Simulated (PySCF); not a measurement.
## ZrF3, doublet: molecular constants

All numbers come from UPBE0 in PySCF with Zr def2-TZVP with ECP28, F def2-TZVP; scalar-relativistic core potentials, no spin–orbit coupling; density-fitted integrals.

The structure is a minimum.

Coordinates in bohr (charge 0 multiplicity 2):
```
Zr    0.0000    0.0000    0.0000
F     0.0000    0.0000    3.5956
F     3.1139    0.0000   -1.7978
F    -3.1139    0.0000   -1.7978
```

```json
{
 "Point group": "D3h",
 "Bond lengths": "Zr–F 1.903 Å (×3)",
 "Bond angles": "F–Zr–F 120.0° (×3)",
 "Spin squared ⟨S²⟩": "0.752",
 "Lowest empty level (β)": "-2.41 eV",
 "Highest occupied level (α)": "-5.96 eV",
 "Atomisation energy without zero-point energy": "1920 kJ/mol",
 "Rotational symmetry number": "6",
 "Zero-point energy": "14.2 kJ/mol",
 "Rotational constants": "0.1634, 0.1634, 0.0817 cm⁻¹",
 "Entropy at 298.15 K and 1 bar (electronic part: spin only)": "315.0 J/(mol K)",
 "Dipole moment": "0.00 D",
 "Principal polarisabilities": "35.2, 35.2, 57.0 bohr³",
 "Enthalpy at 298.15 K above 0 K": "16.32 kJ/mol",
 "Principal quadrupole moments (Buckingham, traceless) about the centre of mass": "-4.04, -4.04, 8.08 D Å",
 "Heat capacity Cp at 298.15 K": "68.6 J/(mol K)"
}
```

Harmonic modes (masses in u: Zr 89.905, F 18.998):
```json
{"symmetry": "a2''", "ω (cm⁻¹)": "64", "IR (km/mol, summed over degenerate members)": "11.7", "type": "bend"}
{"symmetry": "e'", "ω (cm⁻¹)": "161", "IR (km/mol, summed over degenerate members)": "22.4", "type": "bend"}
{"symmetry": "a1'", "ω (cm⁻¹)": "641", "IR (km/mol, summed over degenerate members)": "0.0", "type": "stretch"}
{"symmetry": "e'", "ω (cm⁻¹)": "678", "IR (km/mol, summed over degenerate members)": "431", "type": "stretch"}
```

In D3h the vibrations span a2'' + 2e' + a1'. The a1' mode carries no infrared intensity, as symmetry demands.

Charges (e):
```json
{"atom": "Zr1", "Mulliken": "1.39", "Löwdin": "0.79", "polar tensor": "1.98", "spin (Mulliken)": "1.03", "Mayer order to Zr1": "–"}
{"atom": "F2,3,4", "Mulliken": "-0.46", "Löwdin": "-0.26", "polar tensor": "-0.66", "spin (Mulliken)": "-0.01", "Mayer order to Zr1": "0.92"}
```

Mulliken populations on Zr1 (electrons outside its core potential): s 2.44, p 6.18, d 1.86, f 0.13.

Outer orbital energies (eV). α occupied: -13.05, -12.39, -12.39, -11.94, -11.93, -11.76, -11.76, -5.96; empty: -1.82, -1.82, -0.58, -0.14. β occupied: -13.11, -13.01, -12.40, -12.40, -11.98, -11.95, -11.77, -11.77; empty: -2.41, -1.38, -1.38, 0.31.

Formally Zr is in oxidation state +3, d1, with 1 unpaired electron. The Mulliken spin on Zr is 1.03. The polar-tensor charge on Zr, 1.98, is below the formal one.

Other isomers or separated fragments may lie lower. Open d and f shells are described by one determinant, and the ground state may have another occupation or spin.

The final relaxation and frequency run took 87 s on 4 threads of a shared Arm Neoverse V1 host, with 133 basis functions and 8 gradients; the process peaked at 1.5 GiB. Launch command: `OMP_NUM_THREADS=4 python axn.py task.json out`.
